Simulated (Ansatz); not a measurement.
Compare A (`CNc1ccccc1`) with its isomer B (`Cc1ccc(N)cc1`).

Gas-phase electronic energies from Ansatz, PBE0-D4/def2-TZVP geometries. CCSD(T)/CBS adds triple-zeta CCSD(T) − MP2 to the extrapolated MP2 energy (def2 sets, frozen cores). Functionals use def2-TZVPP. B3LYP here is the variant with VWN-RPA as its local correlation; programs differ in this. Each species was taken in one conformer, which may not be the lowest.

Which isomer does CCSD(T)/CBS put lower? Give the gap. (An estimate is asked.)

The calculation gave: B, by 8.4 kcal/mol.

Give E(B) − E(A) in kcal/mol with CCSD(T)/def2-SVP, B3LYP, ωB97M-V, PBE0-D4, LDA (SPW92), B2PLYP, MP2/def2-TZVPP. (Estimate.)

Computed: CCSD(T)/def2-SVP -7.7, B3LYP -7.6, ωB97M-V -8.2, PBE0-D4 -8.2, LDA (SPW92) -7.6, B2PLYP -8.0, MP2/def2-TZVPP -9.2. None reverses the order clearly.

Largest T1 diagnostic: 0.011.

At CCSD(T), def2-SVP lies +0.8 kcal/mol from the extrapolated value and def2-TZVPP +0.1 kcal/mol. Leaving LDA and LC-ωPBE aside and taking each functional with its dispersion term where it has one, the values, not all of them listed here, spread over 1.3 kcal/mol, from B97M-V to BLYP-D4.
